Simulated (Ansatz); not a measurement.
Mulliken charges of `Cl[SiH2]CBr` from ωB97M-V/def2-TZVPP in Ansatz (PBE0-D4/def2-TZVP geometry).

```json
{"atom": "Cl1", "x (Å)": "-2.353", "y (Å)": "-0.166", "z (Å)": "0.490", "charge (e)": "-0.209"}
{"atom": "Si2", "x (Å)": "-0.651", "y (Å)": "0.413", "z (Å)": "-0.491", "charge (e)": "0.335"}
{"atom": "C3", "x (Å)": "0.827", "y (Å)": "-0.479", "z (Å)": "0.230", "charge (e)": "-0.336"}
{"atom": "Br4", "x (Å)": "1.125", "y (Å)": "0.071", "z (Å)": "2.067", "charge (e)": "-0.083"}
{"atom": "H5", "x (Å)": "-0.488", "y (Å)": "1.875", "z (Å)": "-0.346", "charge (e)": "-0.009"}
{"atom": "H6", "x (Å)": "-0.795", "y (Å)": "0.032", "z (Å)": "-1.918", "charge (e)": "-0.022"}
{"atom": "H7", "x (Å)": "1.736", "y (Å)": "-0.242", "z (Å)": "-0.325", "charge (e)": "0.160"}
{"atom": "H8", "x (Å)": "0.691", "y (Å)": "-1.560", "z (Å)": "0.237", "charge (e)": "0.164"}
```

Problem. By hand: the dipole of these point charges (1 e Å = 4.8032 D).

Solution. Σ q r = (0.315, 0.016, -0.484) e Å, of length 0.578 e Å = 2.78 D.

Problem. How does the dipole of the full density compare? (Estimate.)

Solution. Ansatz gave: (0.217, -0.071, -0.381) e Å, 2.13 D; the point charges give 1.31 times that, at 11° from its direction.

Point charges leave out the atoms' own dipoles, such as those of lone pairs, and Mulliken's split depends on the basis, so the two needn't agree.
